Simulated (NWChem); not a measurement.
System: CH5BO2S; SMILES OB(SC)O

Input file for NWChem:

```
start job
memory heap 200 mb stack 900 mb global 1100 mb
geometry units angstroms noautoz
  B      0.047642     0.830701     0.000000
  O     -0.755474     1.947410     0.000000
  H     -0.271065     2.790528     0.000000
  O      1.425090     0.825800     0.000000
  H      1.826453     1.712085     0.000000
  S     -0.829594    -0.771359     0.000000
  C      0.578064    -1.941870     0.000000
  H      1.205595    -1.810193    -0.901127
  H      0.146137    -2.959886     0.000000
  H      1.205595    -1.810193     0.901127
end
basis spherical
  * library 6-31g*
end
dft
  xc becke88 perdew86
  iterations 150
  mulliken
end
task dft energy
```

The geometry was optimised at PBE-D3(BJ)/def2-SVP.

Q: Predict the main results of this run. (BP86/6-31G* (spherical d).) Quantities: energy (Ha); highest occupied level (eV); orbital gap (eV); dipole (D).

A: 
```yaml
energy (Ha): -614.73
highest occupied level (eV): -5.38
orbital gap (eV): 5.66
dipole (D): 3.74
```
